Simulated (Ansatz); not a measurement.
```yaml
crystal:
  periodic: [false, false, false]
  atoms:
    - {symbol: C, position_ang: [-0.596105, 0.672890, -1.500594]}
    - {symbol: Sb, position_ang: [0.769585, 1.011942, 0.084629]}
    - {symbol: C, position_ang: [0.488121, -0.970556, 0.949921]}
    - {symbol: H, position_ang: [-0.479776, -0.186648, -2.156042]}
    - {symbol: H, position_ang: [-1.232760, 1.431723, -1.921487]}
    - {symbol: H, position_ang: [-0.464721, 1.801870, 1.074555]}
    - {symbol: H, position_ang: [-0.572556, -1.187608, 1.095299]}
    - {symbol: H, position_ang: [1.055904, -1.688532, 0.373754]}
    - {symbol: H, position_ang: [0.970438, -0.935466, 1.963311]}
basis:
  gaussian: {orbitals: x2c-TZVPPall}
magnetization: {spin_polarized: true, initial_magnetization: 1}
hamiltonian: {xc: {name: BLYP}, dispersion: d3bj}
output: {forces: true}
```

```sh
$ ansatz run in.yaml --threads 4 --pin off --events-out ev --progress --plain --max-ram 10444MiB
```

Output, abridged:

```
Functional definition: BLYP
1197 factors; their error is unknown
mean field evaluation 1: about -178502.4880 eV, gradient 7.3e1 eV
mean field evaluation 2: about -178381.6251 eV, gradient 1.3e2 eV
mean field evaluation 4: about -178526.6859 eV, gradient 2.6e1 eV
mean field evaluation 8: about -178530.2919 eV, gradient 3.3e-1 eV
mean field evaluation 16: about -178530.2695 eV, gradient 1.0e-3 eV
mean field -178530.26950061 eV, -6560.8663919845 hartree, gradient 1.6e-5 eV, S^2 0.753980; 0 other end points of the search recorded, 0 dependent functions left out
reference -178530.26985444 eV, -6560.8664049873 hartree; 35, 34 occupied and 171, 172 virtual orbitals, 1197 factors
Total energy: -178530.66547125 eV, -6560.8809436369 hartree
Relativity: scalar
Atom 0 at    -0.596105     0.672890    -1.500594 Å, force     0.120023    -0.246981    -0.224534 eV/Å
Atom 1 at     0.769585     1.011942     0.084629 Å, force    -0.348192     0.425630     0.031954 eV/Å
Atom 2 at     0.488121    -0.970556     0.949921 Å, force     0.460958     0.301055     1.572766 eV/Å
Atom 3 at    -0.479776    -0.186648    -2.156042 Å, force     0.115476    -0.200145     0.043019 eV/Å
Atom 4 at    -1.232760     1.431723    -1.921487 Å, force    -0.248006     0.463026     0.002492 eV/Å
Atom 5 at    -0.464721     1.801870     1.074555 Å, force     0.300694    -0.145755    -0.134331 eV/Å
Atom 6 at    -0.572556    -1.187608     1.095299 Å, force     0.099959    -0.204795    -0.314994 eV/Å
Atom 7 at     1.055904    -1.688532     0.373754 Å, force    -0.164879    -0.365772    -0.357873 eV/Å
Atom 8 at     0.970438    -0.935466     1.963311 Å, force    -0.336032    -0.026262    -0.618499 eV/Å
Dipole moment:     0.109593    -0.094562     0.014283 e Å
```

Hardware: 4 threads of an Arm Neoverse V1 on a shared host. Wall time 3.7 s, peak host memory 0.3 GiB.
